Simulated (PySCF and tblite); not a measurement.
The numbers below are computed, except where a source is named.
Molecule: C₆H₁₀NO (charge -1), numbered as in [CH2:1]=[C:2]([O-:3])[C:4]1([NH2:5])[CH2:6][CH2:7][CH2:8]1; H named by carrier, a and b as here (out-of-plane angle -49°, Å):

```
C1      -1.691    1.122    0.827
C2      -1.565    0.059    0.004
O3      -2.497   -0.595   -0.577
C4      -0.126   -0.459   -0.316
N5      -0.238   -1.708   -1.099
C6       0.873   -0.532    0.860
C7       1.720    0.572    0.218
C8       0.789    0.591   -1.000
H1a     -2.662    1.527    1.068
H1b     -0.838    1.626    1.255
H5a     -1.258   -1.583   -1.340
H5b     -0.398   -2.392   -0.351
H6a      0.446   -0.284    1.832
H6b      1.385   -1.494    0.928
H7a      1.723    1.506    0.782
H7b      2.754    0.293    0.003
H8a      0.305    1.547   -1.195
H8b      1.243    0.216   -1.917
```

The mean out-of-plane torsion at N5 (0° is planar) is held and the rest relaxed at GFN2-xTB. Energies: B3LYP/pcSseg-1 + D3(BJ), IEF-PCM benzene. Couplings: B3LYP/6-31G* with H pcJ-1 N pcJ-1, gas phase, for ¹H, ¹⁵N. Programs: tblite and PySCF.

One held structure gave ¹J(N5,H5a) = -76.1, ¹J(N5,H5b) = -73.2, ²J(H5a,H5b) = -0.1, ³J(N5,H6a) = -0.5, ³J(N5,H8a) = -1.8, ³J(N5,H8b) = -3.4, ³J(N5,H6b) = -2.5, ²J(H8a,H8b) = -12.3 Hz.

(1) At which out-of-plane angle was it held?
A. -49°
B. 49°
C. 0°
D. -30°
E. 30°

The ion is treated without a counter-ion.

Answers

(1) D. It lies 1.53 kcal/mol above the lowest point.
